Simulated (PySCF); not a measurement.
## How the method moves the HOMO and LUMO of `O[Si@H]1C[Si@@H](F)C1`

Species: C2H7FOSi2.
Z-matrix (Å and degrees, PBE0-D3(BJ)/def2-SVP geometry), rows numbered from 1:
```
O 
Si  1  1.6631
C   2  1.9055  1  113.40
Si  3  1.8794  2   86.43  1    95.80
F   4  1.6376  3  108.33  2   -89.72
C   4  1.8791  3   90.89  2    19.91
H   1  0.9627  2  116.44  3   -49.44
H   2  1.4878  1  105.49  3  -130.00
H   3  1.1051  2  110.32  1  -153.48
H   3  1.0995  2  119.65  1   -26.65
H   4  1.4903  3  120.55  2   146.84
H   6  1.1052  2  110.29  1   153.51
H   6  1.0995  2  119.67  1    26.76
```

Basis pcSseg-1 throughout (PySCF), one geometry. Isolated species at its PBE0-D3(BJ)/def2-SVP geometry (one conformer only).

Question: How do the orbital energies, the gap and the dipole change with the method?

Answer: 
```tsv
method	kind	HOMO (eV)	LUMO (eV)	gap (eV)	μ (D)	SCF cycles
BLYP	GGA	-6.59	-0.45	6.14	1.52	15
B97-D	GGA	-6.74	-0.44	6.30	1.57	14
OPBE	GGA	-6.74	-0.49	6.25	1.54	15
PBE	GGA	-6.75	-0.61	6.14	1.53	13
KT3	GGA	-6.84	-0.67	6.16	1.54	15
KT2	GGA	-6.84	-0.78	6.06	1.55	15
BP86	GGA	-6.86	-0.66	6.19	1.55	14
LDA	LDA	-6.88	-0.83	6.05	1.62	13
B97-2	global hybrid	-7.85	0.30	8.15	1.74	12
B3LYP	global hybrid	-7.86	0.11	7.98	1.70	13
PBE0	global hybrid	-8.08	0.30	8.38	1.74	12
mPW1PW91	global hybrid	-8.12	0.30	8.41	1.76	12
BHandHLYP	global hybrid	-9.27	1.31	10.59	1.89	12
CAM-B3LYP	range-separated hybrid	-9.40	1.42	10.83	1.77	12
wB97X-D	range-separated hybrid	-9.93	2.13	12.06	1.81	13
LC-wPBE	range-separated hybrid	-10.74	2.60	13.34	1.81	13
HF	Hartree–Fock	-11.13	3.86	14.99	2.06	10
```

The HOMO spans 4.54 eV, from BLYP down to HF, and the gap runs from 6.05 eV (LDA) to 14.99 eV (HF). Over the methods BLYP (0 %), B97-D (0 %), OPBE (0 %), PBE (0 %), KT3 (0 %), KT2 (0 %), BP86 (0 %), LDA (0 %), B97-2 (21 %), B3LYP (20 %), PBE0 (25 %), mPW1PW91 (25 %), BHandHLYP (50 %), HF (100 %), a straight line through the gap against the share of exact exchange rises by 0.88 eV for each 10 % (correlation coefficient 1.000). The dipole ranges from 1.52 D (BLYP) to 2.06 D (HF). This basis has no diffuse functions.
